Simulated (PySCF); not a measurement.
Vibration and rotation of AsH⁺

PBE0 constants of AsH⁺, ²Π (doublet), unpaired electrons π ↑ (As cc-pVTZ-PP with ECP10, H cc-pVTZ; scalar-relativistic core potentials (PySCF 2.14); masses 74.9216 and 1.0078 u):

| Item | Value |
| --- | --- |
| ωe | 2186.8 cm⁻¹ |
| ωexe | 31.9 cm⁻¹ |
| Be | 7.1917 cm⁻¹ |
| αe | 0.180 cm⁻¹ |
| D (centrifugal) | 0.000311 cm⁻¹ |
| De to As⁺ + H | 3.07 eV |

Question: Give the vibrational terms G(v) and spacings up to v = 6.

Answer: G(v) = ωe(v+½) − ωexe(v+½)².

```csv
v,G(v) (cm⁻¹),G(v) − G(v−1),Bv (cm⁻¹)
0,1085,,7.102
1,3208,2123,6.922
2,5268,2059,6.742
3,7263,1995,6.562
4,9195,1932,6.382
5,11062,1868,6.202
6,12866,1804,6.022
```

Question: How well does the Morse estimate ωe²/(4ωexe) reproduce De, and what is D0?

Answer: It gives 4.65 eV, 151 % of the computed De. D0 = De − G(0) = 3.07 − 0.13 = 2.94 eV.

Spin–orbit coupling is left out. For an ion De counts to the pair picked by the measured ionisation energies or electron affinities, which need not be the lowest pair at this level. The state is the lowest determinant that a PBE0 search found; another state may lie lower at other levels.
